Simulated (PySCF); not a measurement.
`C[C@@H](F)c1c(F)[c+]1CF`, [C6H6F3]+, charge +1

Geometry (Å), atoms numbered from 1 in this order:
```xyz
15

C    -2.341    0.325   -0.252
C    -1.236   -0.742   -0.269
F    -0.901   -1.068   -1.552
C    -0.039   -0.275    0.419
C     0.648    0.217    1.510
F     0.638    0.557    2.729
C     1.329    0.066    0.315
C     2.546    0.178   -0.460
F     3.566    0.651    0.288
H    -2.632    0.560    0.767
H    -3.202   -0.073   -0.785
H    -2.008    1.226   -0.761
H    -1.601   -1.665    0.215
H     2.396    0.858   -1.319
H     2.835   -0.808   -0.867
```

Total charge +1.

Level of theory: GIAO KT1/6-31G* magnetisability, rotational g tensor and spin-rotation constants, non-relativistic, gas phase (PySCF 2.14.0). Geometry: GFN2-xTB.

For an ion the centre-of-mass motion in the field is neglected.

Problem. Give the nuclear spin-rotation constants along the inertial axes (H = +C I·J) beside the isotropic shieldings.

Solution. Rotational constants 2.1994, 0.9824, 0.7211 GHz. A star marks the isotopologue with that one atom substituted, in its own axes.
| atom | isotope | Caa (kHz) | Cbb (kHz) | Ccc (kHz) | mean (kHz) | σ (ppm) |
| --- | --- | --- | --- | --- | --- | --- |
| F3 | 19F | 0.983 | 0.587 | 0.341 | 0.637 | 380.5 |
| F6 | 19F | 4.959 | 1.839 | -0.179 | 2.206 | 240.8 |
| F9 | 19F | 0.981 | 0.137 | 0.171 | 0.430 | 420.9 |
| H10 | 1H | -0.269 | 0.003 | -0.100 | -0.122 | 30.7 |
| H11 | 1H | 0.036 | -0.124 | -0.093 | -0.060 | 29.7 |
| H12 | 1H | -0.245 | -0.126 | -0.008 | -0.126 | 30.4 |
| H13 | 1H | -0.143 | -0.119 | 0.008 | -0.085 | 25.4 |
| H14 | 1H | -0.271 | -0.053 | -0.002 | -0.109 | 25.5 |
| H15 | 1H | -0.282 | -0.034 | -0.012 | -0.109 | 25.5 |
| C1 | 13C* | 0.304 | 0.110 | 0.097 | 0.170 | 174.5 |
| C2 | 13C* | 0.574 | 0.165 | 0.165 | 0.301 | 112.8 |
| C4 | 13C* | 0.768 | 0.505 | 0.085 | 0.453 | 42.9 |
| C5 | 13C* | 0.813 | 0.397 | 0.142 | 0.450 | 43.4 |
| C7 | 13C* | 0.985 | 0.409 | 0.080 | 0.491 | 44.0 |
| C8 | 13C* | 0.356 | 0.229 | 0.160 | 0.249 | 121.4 |

For the geometry as given, no vibrational averaging.
